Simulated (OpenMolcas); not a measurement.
# Cu5+: from CASSCF to CASPT2

```json
{
  "Program": "OpenMolcas 26.06",
  "Basis": "ANO-RCC-VDZP [5s4p2d1f]",
  "Scalar Hamiltonian": "X2C, point nucleus",
  "Active space": "6 electrons in 5 orbitals (3d)",
  "State averaging": "2S+1 = 5 even, 5 roots; 2S+1 = 3 even, 45 roots (35 in the spin-orbit step); 2S+1 = 1 even, 50 roots (35 in the spin-orbit step)",
  "Spin-orbit coupling": "RASSI with atomic mean-field integrals over the reference wave functions, term energies averaged over their components"
}
```

Methods on the same reference wave functions:
A. CASSCF
B. SS-CASPT2, IPEA 0.25 Eh, imaginary shift 0.1 Eh (closed shells correlated: 3s 3p)

Energies in eV above 3d⁶ ⁵D₄, the measured ground level; measured values from Sugar and Musgrove, J. Phys. Chem. Ref. Data 19, 527 (1990).

```csv
Level,A,B,Measured
3d⁶ ⁵D₄,0.0000,0.0000,0.0000
3d⁶ ⁵D₃,0.1502,0.1509,0.1483
3d⁶ ⁵D₂,0.2531,0.252,0.2463
3d⁶ ⁵D₁,0.3191,0.317,0.3087
3d⁶ ⁵D₀,0.3516,0.349,0.3389
3d⁶ ³H₆,4.0830,4.022,3.7713
3d⁶ ³H₅,4.1531,4.086,3.8447
3d⁶ ³H₄,4.1982,4.108,3.8792
3d⁶ ³P₂,4.4191,3.727,3.6309
3d⁶ ³F₄,4.6553,4.270,4.0612
3d⁶ ³F₃,4.7395,4.326,4.1282
3d⁶ ³F₂,4.8100,4.382,4.1832
3d⁶ ³P₁,4.8583,4.168,4.0524
3d⁶ ³P₀,5.0174,4.329,4.1991
3d⁶ ³G₅,5.1611,4.942,4.6343
3d⁶ ³G₄,5.3173,5.083,4.7695
3d⁶ ³G₃,5.3639,5.127,4.8239
3d⁶ ¹I₆,6.1830,6.129,5.7536
3d⁶ ¹G₄,6.5582,6.254,5.9031
3d⁶ ³D₁,6.6570,6.169,
3d⁶ ³D₂,6.6652,6.168,
3d⁶ ³D₃,6.7053,6.218,5.8420
3d⁶ ¹S₀,7.6094,6.999,6.6687
3d⁶ ¹D₂,8.1047,7.190,6.7878
```

Deviations, from unrounded energies. A percentage is the sum of absolute deviations over the sum of measured energies, with the sign that they share, or ± where signs differ.

| Against measurement | Levels | A | B |
| --- | --- | --- | --- |
| mean absolute deviation (cm-1) | 21 | 4200 | 1700 |
| fine structure of the ground term (%) | 4 | +3.1 | +2.7 |
| other terms of the ground configuration (%) | 17 | +13.6 | +5.5 |

B lies closest to measurement on these levels. The largest miss of B in the table is 3d⁶ ¹D₂, by +3200 cm-1. The ranking rests on the paired levels alone, and a cruder setting can come out closer through cancelling errors.

From A to B the spin-free energies of the other terms of 3d⁶ shown, above ⁵D, scale by factors of 0.84 to 0.99.

The lowest spin-free term lies below A's lowest term by 0.271 hartree in B.

CASPT2 breaks the degeneracy within a term, and the mean is taken; among the terms shown or strongly mixed into the levels shown the widest spread is 230 cm-1 (3d⁶ ¹G, B). Some high roots are left out of the spin-orbit mixing, which shifts the levels that they would mix with. The basis is small and was not contracted for so high a charge. Without dynamic correlation excited terms often stand tens of per cent too high (terms of higher spin than the ground term too low), and those without a measured partner can miss by more than the paired ones (holds for A). Some levels mix across a computed gap that differs much from the measured one, so their mixing is not that of the real levels (holds for A). The CASPT2 spread within a term exceeds the gap to the next term for 3d⁶ ¹G and 3d⁶ ³D, so the order of their levels is uncertain (holds for B). Computed and measured levels are paired by configuration, term and J; levels that our copy of the source lacks, or whose pairing is in doubt (as where it misses far off the trend of its configuration), stay unpaired and out of the deviations. Levels of configurations outside the active space are missing. The table leaves out levels that lie high or whose names do not pair safely across all columns.
